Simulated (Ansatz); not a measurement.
Cartesian coordinates in Å:
```
F -0.079 0.917 -1.477
Ga 0.169 -0.058 -0.050
Br -1.572 -0.009 1.398
H 1.482 -0.849 0.128
```

The species carries charge 0 and has multiplicity 1.

Problem. List the PBE/def2-TZVPP orbital energies in eV (the Gaussian-basis code of Ansatz). (Estimate.)

Solution. Ansatz gave: Occupied: -13089.18, -10094.91, -1682.31, -1516.68, -1516.62, -1516.61, -1234.76, -1094.49, -1094.38, -1094.35, -659.18, -229.09, -171.25, -171.08, -171.04, -144.63, -99.27, -99.01, -98.93, -67.92, -67.88, -67.85, -67.72, -67.72, -28.42, -21.38, -21.19, -21.13, -21.11, -20.93, -19.20, -12.05, -9.76, -9.59, -9.35, -8.34, -7.74, -7.47. Lowest empty: -2.40, -1.98, -0.03, 2.09, 2.66, 3.67, 3.69, 4.31.
